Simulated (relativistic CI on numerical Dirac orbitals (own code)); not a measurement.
**Nd²⁺: 4f valence photoemission**

Computed with this model: Dirac-Coulomb-Breit CI, orbitals from a KLI potential per configuration, model QED (radiative potential, 1s self-energy scaled to tabulated hydrogen-like ionisation energies), valence Slater integrals scaled by 0.8, multiplet model of photoemission in the sudden approximation; configurations [Xe] 4f4 → [Xe] 4f3; 300 K; Lorentzian 0.15 eV and Gaussian 0.3 eV FWHM. Energies are those of the free ion, without screening or charge transfer. The energies are binding energies and can lie tens of eV above those of solids. S is read from ⟨S²⟩ = S(S + 1).

free ion: ground-state S = 1.98, centroid 20.13 eV. Peaks (eV, height): 19.4 (100), 20.9 (23), 21.7 (38).

Strongest unbroadened transitions for free ion:

```csv
Energy (eV),Relative strength
19.21,0.3
19.35,100.0
19.44,0.4
19.58,24.3
19.68,0.1
19.82,1.4
20.85,0.2
20.86,0.1
20.87,18.3
21.00,5.9
21.10,0.4
21.48,2.2
21.64,34.2
21.69,0.1
21.81,0.4
21.82,9.4
22.01,0.7
22.02,0.1
```
